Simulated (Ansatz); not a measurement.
Worked example: C3H5Br + C2H7AlS → C3H6S + C2H6AlBr

Species: C3H5Br (allyl bromide) `C=CCBr`, singlet; C2H7AlS `C[CH2][AlH][SH]`, singlet; C3H6S (allyl mercaptan) `C=CCS`, singlet; C2H6AlBr `C[CH2][AlH][Br]`, singlet. The partners trade Br for SH: C–Br and Al–SH bonds give way to C–SH and Al–Br.

Shapes, held fixed at every level: PBE0-D4/def2-TZVP. Flexible molecules stand in one conformer, not always the lowest. Programs: Ansatz 0.2.0. The zero-point and thermal change to 298 K, harmonic and unscaled (PBE0-D4/def2-TZVP), is +0.9 kJ/mol.

At CCSD(T)/def2-TZVPP; 1 Eh = 2625.50 kJ/mol:

```
 species   energy (Eh)
  C3H5Br  -2689.792905
 C2H7AlS   -720.049563
   C3H6S   -515.414041
C2H6AlBr  -2894.445642
```

Work out ΔH(298 K) of the reaction at this level.


1. Products less reactants: (-515.414041) + (-2894.445642) − [(-2689.792905) + (-720.049563)] = -0.017215 Eh = -45.2 kJ/mol.
2. With the thermal change: -45.2 + (+0.9) = -44.3 kJ/mol.

Other levels give -55.7 (MP2/def2-SVP) to -44.4 kJ/mol (r2SCAN-D4/def2-TZVPP). No measured value is set beside it here. Relativity is left out for Br unless named. Correlated rows may include outer-core shells of Br, which these sets cover unevenly.
